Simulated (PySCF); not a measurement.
Deuteron quadrupole couplings in `C=C(C(F)F)[Si@@H](C)CCC`

Species: C₇H₁₄F₂Si.
Atom-mapped SMILES: `[CH2:1]=[C:2]([CH:3]([F:4])[F:5])[Si@@H:6]([CH3:7])[CH2:8][CH2:9][CH3:10]` (hydrogens: H11, H12 on C1; H13 on C3; H14 on Si6; H15, H16, H17 on C7; H18, H19 on C8; H20, H21 on C9; H22, H23, H24 on C10)

Structure used (GFN2-xTB), in Å, numbered top down from 1:
```
atom  x, y, z in Å
C1    -1.6876   -1.0008   -1.8558
C2    -1.5617   -0.2893   -0.7461
C3    -2.4655   -0.5507    0.4192
F4    -3.0823   -1.7585    0.3667
F5    -1.7720   -0.5440    1.5918
Si6   -0.2666    1.0821   -0.4955
C7    -1.0749    2.5406    0.4170
C8     1.2004    0.3909    0.5034
C9     1.8645   -0.8225   -0.1459
C10    3.0226   -1.3464    0.6956
H11   -1.0545   -0.8132   -2.7053
H12   -2.4161   -1.7900   -1.9629
H13   -3.2542    0.2162    0.5110
H14    0.1452    1.4814   -1.8515
H15   -1.3571    2.2689    1.4301
H16   -0.3912    3.3808    0.4837
H17   -1.9671    2.8862   -0.0966
H18    0.8648    0.1099    1.5037
H19    1.9498    1.1738    0.6352
H20    1.1249   -1.6150   -0.2754
H21    2.2303   -0.5501   -1.1381
H22    3.7779   -0.5741    0.8280
H23    3.4894   -2.2047    0.2172
H24    2.6694   -1.6517    1.6782
```

Level: PBE0/pcSseg-1 (PySCF, non-relativistic); Q(2H) = 0.00286 b; rigid geometry, the same for H and D, with no vibrational averaging.

Question: Rank these positions by the coupling χzz of a deuteron there, largest first.
A. H20 (methylene hydrogen)
B. H13 (methine hydrogen)
C. H18 (methylene hydrogen)
D. H15 (methyl hydrogen)
E. H14 (Si–H hydrogen)
F. H23 (methyl hydrogen)

Answer: D (217 kHz), F (212 kHz), C (207 kHz), A (203 kHz), B (177 kHz), E (106 kHz).

Tabulate Vzz, the asymmetry η and χzz = 234.96 MHz × Q × Vzz for every hydrogen position.

| atom | bonded to | bond length (Å) | Vzz (au) | η | χzz (kHz) |
| --- | --- | --- | --- | --- | --- |
| H11 | C1 | 1.076 | 0.3357 | 0.04 | 226 |
| H12 | C1 | 1.079 | 0.3271 | 0.03 | 220 |
| H13 | C3 | 1.104 | 0.2636 | 0.04 | 177 |
| H14 | Si6 | 1.472 | 0.1571 | 0.02 | 106 |
| H15 | C7 | 1.086 | 0.3233 | 0.02 | 217 |
| H16 | C7 | 1.085 | 0.3276 | 0.01 | 220 |
| H17 | C7 | 1.086 | 0.3258 | 0.02 | 219 |
| H18 | C8 | 1.092 | 0.3086 | 0.03 | 207 |
| H19 | C8 | 1.092 | 0.3119 | 0.03 | 210 |
| H20 | C9 | 1.092 | 0.3022 | 0.02 | 203 |
| H21 | C9 | 1.092 | 0.3047 | 0.03 | 205 |
| H22 | C10 | 1.088 | 0.3143 | 0.02 | 211 |
| H23 | C10 | 1.088 | 0.3162 | 0.02 | 212 |
| H24 | C10 | 1.088 | 0.3145 | 0.02 | 211 |

Average by the element that carries the hydrogen.

on C: 211 kHz over 13 positions, mean bond length 1.088 Å; on Si: 106 kHz over 1 position, mean bond length 1.472 Å.

How does χzz go with the bond length over the 13 C–H bonds?

A straight-line fit has a slope of -16.8 kHz for each 0.01 Å, with a correlation coefficient of -0.94, over lengths from 1.076 to 1.104 Å. The longer bonds have the smaller couplings here.

One conformer (not necessarily the lowest) at the GFN2-xTB geometry, without solvent, vibrations or thermal averaging. GFN2-xTB bond lengths can be off by several hundredths of an ångström, more for odd bonds, and the gradients follow them. With so small a basis the couplings can be 20 % off.
